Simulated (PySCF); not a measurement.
# Level sweep

Compound: BrH₇Si₃.
Geometry (PBE0-D3(BJ)/def2-SVP, Å), atoms numbered from 1 in this order:
```
atom  x, y, z in Å
Si1   -1.9973    0.2634   -0.2386
Si2    0.1012   -0.7241   -0.5944
Si3    1.7288    0.3622    0.6898
Br4    3.6594   -0.7318    0.4067
H5    -1.9338    1.7070   -0.6233
H6    -2.3460    0.1676    1.2123
H7    -3.0596   -0.4125   -1.0433
H8     0.0843   -2.1659   -0.1976
H9     0.4983   -0.6113   -2.0322
H10    1.3939    0.3501    2.1445
H11    1.9288    1.7764    0.2560
```

PySCF, dipoles from the SCF density, polarisabilities from static response with core orbitals frozen. One conformer (not necessarily the lowest) at the PBE0-D3(BJ)/def2-SVP geometry, without solvent, vibrations or thermal averaging. The LDA/def2-SVPD calculation is non-relativistic and has no spin–orbit coupling, an omission that weighs most on bromine.

The anisotropy is √(½[(α1 − α2)² + (α2 − α3)² + (α3 − α1)²]).

```csv
level,μ (D),α (au),anisotropy (au)
LDA/def2-SVPD,1.609,121.73,62.39
PBE/def2-SVPD,1.517,119.16,61.00
B3LYP/def2-SVPD,1.623,115.12,55.93
PBE0/def2-SVPD,1.638,114.51,55.67
BHandHLYP/def2-SVPD,1.744,110.49,50.82
CAM-B3LYP/def2-SVPD,1.713,112.81,52.36
wB97X-D/def2-SVPD,1.701,112.88,52.66
LC-wPBE/def2-SVPD,1.741,110.17,49.88
HF/def2-SVPD,1.869,105.36,44.51
PBE0/6-31G*,1.916,94.11,54.25
PBE0/def2-SVP,1.573,98.99,49.48
PBE0/aug-cc-pVDZ,1.659,115.49,56.78
PBE0/def2-TZVP,1.534,109.35,55.49
PBE0/def2-TZVPD,1.559,115.63,56.59
```

The dipole runs from 1.52 D (PBE/def2-SVPD) to 1.92 D (PBE0/6-31G*). No reference polarisability is at hand; against PBE0 in the largest diffuse basis at hand (def2-TZVPD) the other PBE0 rows deviate by 6-31G* -19%, def2-SVP -14%, def2-SVPD -1%, aug-cc-pVDZ 0%, def2-TZVP -5%. In one basis (def2-SVPD) the functionals order the polarisability from HF (lowest) to LDA (highest), a spread of 16%. With PBE0 the polarisability is 100.82 au without diffuse functions (mean of 6-31G*, def2-SVP and def2-TZVP) and 115.21 au with them (mean of def2-SVPD, aug-cc-pVDZ and def2-TZVPD).
